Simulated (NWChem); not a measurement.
System: formamidinium (CH₅N₂ cation); SMILES [NH2+]=CN

The following NWChem deck was run.

```
start job
memory heap 200 mb stack 900 mb global 1100 mb
charge 1
geometry units angstroms noautoz
  N     -1.174358     0.000000     0.182006
  C      0.000000     0.000000    -0.417902
  N      1.174358     0.000000     0.182006
  H     -1.285703     0.000000     1.201892
  H     -2.032672     0.000000    -0.376649
  H      0.000000     0.000000    -1.521514
  H      1.285703     0.000000     1.201892
  H      2.032672     0.000000    -0.376649
end
basis spherical
  N library def2-svp
  C library def2-svp
  H library def2-svp
end
basis "cd basis" spherical
  * library "Ahlrichs Coulomb Fitting"
end
dft
  xc xpbe96 cpbe96
  iterations 150
end
task dft gradient
```

Output (shortened):

```
             Northwest Computational Chemistry Package (NWChem) 7.3.0
             --------------------------------------------------------

 C2V symmetry detected

                             Geometry "geometry" -> ""
                             -------------------------

 Output coordinates in angstroms (scale by  1.889725989 to convert to a.u.)

  No.       Tag          Charge          X              Y              Z
 ---- ---------------- ---------- -------------- -------------- --------------
    1 N                    7.0000    -1.17435800     0.00000000     0.17522024
    2 C                    6.0000     0.00000000     0.00000000    -0.42468776
    3 N                    7.0000     1.17435800     0.00000000     0.17522024
    4 H                    1.0000    -1.28570300     0.00000000     1.19510624
    5 H                    1.0000    -2.03267200     0.00000000    -0.38343476
    6 H                    1.0000     0.00000000     0.00000000    -1.52829976
    7 H                    1.0000     1.28570300     0.00000000     1.19510624
    8 H                    1.0000     2.03267200     0.00000000    -0.38343476

 Effective nuclear repulsion energy (a.u.)      78.9472414663

      Symmetry information
      --------------------

 Group name             C2v
 Group number             16
 Group order               4
 No. of unique centers     5

 Summary of "cd basis" -> "" (spherical)
 ------------------------------------------------------------------------------
       Tag                 Description            Shells   Functions and Types
 ---------------- ------------------------------  ------  ---------------------
 *                  Ahlrichs Coulomb Fitting          on all atoms

  pbe96 is a nonlocal functional; adding pw91lda local functional.

                                 NWChem DFT Module
                                 -----------------

 Summary of "cd basis" -> "cd basis" (spherical)
 ------------------------------------------------------------------------------
       Tag                 Description            Shells   Functions and Types
 ---------------- ------------------------------  ------  ---------------------
 N                  Ahlrichs Coulomb Fitting        14       38   7s3p3d1f
 C                  Ahlrichs Coulomb Fitting        14       38   7s3p3d1f
 H                  Ahlrichs Coulomb Fitting         6       14   3s2p1d

 Summary of "ao basis" -> "ao basis" (spherical)
 ------------------------------------------------------------------------------
       Tag                 Description            Shells   Functions and Types
 ---------------- ------------------------------  ------  ---------------------
 N                          def2-svp                 6       14   3s2p1d
 C                          def2-svp                 6       14   3s2p1d
 H                          def2-svp                 3        5   2s1p

      Symmetry analysis of basis
      --------------------------

        a1         28
        a2          7
        b1         22
        b2         10

            General Information
            -------------------
          SCF calculation type: DFT
          Wavefunction type:  closed shell.
          No. of atoms     :     8
          No. of electrons :    24
           Alpha electrons :    12
            Beta electrons :    12
          Charge           :     1
          Spin multiplicity:     1
          Use of symmetry is: on ; symmetry adaption is: on
          Maximum number of iterations: 150
          AO basis - number of functions:    67
                     number of shells:    33
          A Charge density fitting basis will be used.
          CD basis - number of functions:   184
                     number of shells:    72
          Convergence on energy requested:  1.00D-06
          Convergence on density requested:  1.00D-05
          Convergence on gradient requested:  5.00D-04

              XC Information
              --------------
          PerdewBurkeErnzerhof Exchange Functional  1.000
            Perdew 1991 LDA Correlation Functional  1.000 local
           PerdewBurkeErnz. Correlation Functional  1.000 non-local

             Grid Information
             ----------------
          Grid used for XC integration:  medium
          Radial quadrature: Mura-Knowles
          Angular quadrature: Lebedev.
          Tag              B.-S. Rad. Rad. Pts. Rad. Cut. Ang. Pts.
          ---              ---------- --------- --------- ---------
          N                   0.65       49           9.0       434
          C                   0.70       49           7.0       434
          H                   0.35       45          11.0       434
          Grid pruning is: on
          Number of quadrature shells:   233
          Spatial weights used:  Erf1

      Superposition of Atomic Density Guess
      -------------------------------------

 Sum of atomic energies:        -148.60956875

 Renormalizing density from      25.00 to     24

      Non-variational initial energy
      ------------------------------

 Total energy =    -146.249867
 1-e energy   =    -341.666221
 2-e energy   =     116.469113
 HOMO         =      -0.716522
 LUMO         =      -0.347433

      Symmetry analysis of molecular orbitals - initial
      -------------------------------------------------

  Numbering of irreducible representations:

     1 a1          2 a2          3 b1          4 b2

  Orbital symmetries:

     1 a1          2 b1          3 a1          4 a1          5 b1
     6 a1          7 a1          8 b1          9 b1         10 b2
    11 a1         12 a2         13 b2         14 a1         15 a1
    16 b1         17 a1         18 b1         19 a1         20 b1
    21 a1         22 b1

      3 Center 2 Electron Integral Information
      ----------------------------------------
          Maximum number of 3-center 2e- integrals is:          825976.
            This is reduced with Schwarz screening to:          521456.
            Incore requires a per proc buffer size of:          475641.
          Minimum dble words available (all nodes) is:       144171924
                   This is reduced (for later use) to:       143917332
                      proc 0 Suggested buffer size is:          475641
                         Max Suggested buffer size is:          475641
                              no. integral batches is:            1000

           0.476 MW buffer allocated for incore 3-center
          2e- integral storage on stack.

   convergence    iter        energy       DeltaE   RMS-Dens  Diis-err
 ---------------- ----- ----------------- --------- --------- ---------
 d= 0,ls=0.0,diis     1   -149.9772066330 -2.29D+02  1.87D-02  1.22D+00
 d= 0,ls=0.0,diis     2   -149.8571943019  1.20D-01  1.17D-02  2.18D+00
 d= 0,ls=0.0,diis     3   -150.0876356578 -2.30D-01  2.88D-03  7.35D-02
 d= 0,ls=0.0,diis     4   -150.0939030134 -6.27D-03  1.12D-03  1.72D-02
 d= 0,ls=0.0,diis     5   -150.0960722001 -2.17D-03  6.80D-05  3.08D-05
  Resetting Diis
 d= 0,ls=0.0,diis     6   -150.0960760003 -3.80D-06  1.16D-05  7.36D-07
 d= 0,ls=0.0,diis     7   -150.0960760949 -9.46D-08  4.21D-06  3.97D-08

         Total DFT energy =     -150.096076094880
      One electron energy =     -352.161373160715
           Coulomb energy =      143.726838038969
    Exchange-Corr. energy =      -20.608782439479
 Nuclear repulsion energy =       78.947241466345

 Numeric. integr. density =       24.000000212126

                  Occupations of the irreducible representations
                  ----------------------------------------------

                     irrep           alpha         beta
                     --------     --------     --------
                     a1                6.0          6.0
                     a2                1.0          1.0
                     b1                4.0          4.0
                     b2                1.0          1.0

                       DFT Final Molecular Orbital Analysis
                       ------------------------------------

 Vector   10  Occ=2.000000D+00  E=-6.102807D-01  Symmetry=a1
              MO Center=  4.6D-16,  1.2D-31, -4.3D-01, r^2= 2.2D+00
   Bfn.  Coefficient  Atom+Function         Bfn.  Coefficient  Atom+Function
  ----- ------------  ---------------      ----- ------------  ---------------
    20      0.371973  2 C  pz                53     -0.368640  6 H  s
     6      0.239116  1 N  pz                34      0.239116  3 N  pz
    43     -0.211455  4 H  s                 58     -0.211455  7 H  s
    54     -0.126621  6 H  s                 48      0.118130  5 H  s
    63      0.118130  8 H  s                 17     -0.096845  2 C  s

[...]

                         DFT ENERGY GRADIENTS

    atom               coordinates                        gradient
                 x          y          z           x          y          z
   1 N      -2.219215   0.000000   0.331118    0.000107   0.000000  -0.000093
   2 C       0.000000   0.000000  -0.802543    0.000000   0.000000   0.000114
   3 N       2.219215   0.000000   0.331118   -0.000107   0.000000  -0.000093
   4 H      -2.429626   0.000000   2.258423    0.000074   0.000000  -0.000005
   5 H      -3.841193   0.000000  -0.724587    0.000054   0.000000   0.000001
   6 H       0.000000   0.000000  -2.888068    0.000000   0.000000   0.000080
   7 H       2.429626   0.000000   2.258423   -0.000074   0.000000  -0.000005
   8 H       3.841193   0.000000  -0.724587   -0.000054   0.000000   0.000001
```

Level: PBE/def2-SVP, Coulomb fitting. Coordinates come from a PBE-D3(BJ)/def2-SVP optimisation.
